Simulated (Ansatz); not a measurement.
`S[S][In]([Br])[Br]`. The species carries charge 0 and has multiplicity 1. In: def2 effective core potential.

Z-matrix (Å, degrees):
```
In
S 1 2.389
Br 1 2.447 2 120.8
Br 1 2.452 2 120.2 3 -179.2
S 2 2.057 1 102.1 3 -6.6
H 5 1.346 2 98.1 1 90.9
```

**Question.** What are the harmonic wavenumbers in cm⁻¹ at PBE0-D4/def2-TZVP (Ansatz, finite differences of forces, unscaled)? (Estimate.)

**Answer.** Ansatz gave: 34, 48, 61, 79, 127, 229, 270, 279, 357, 523, 894, 2676.

**Question.** Is this a minimum?

**Answer.** Yes, all 12 modes are real.

**Question.** Give the ideal-gas thermochemistry at 298.15 K and 1 bar (rigid rotor, harmonic oscillator; point group C1, symmetry number 1).

**Answer.** Zero-point energy 33.4 kJ/mol; H(298) − E = 59.1 kJ/mol; entropy 435.5 J/(mol·K), of which translation 181.5, rotation 133.9, vibration 120.1; G(298) − E = -70.8 kJ/mol. Modes under 100 cm⁻¹ are hindered rotations or soft bends, so the harmonic entropy is rough.
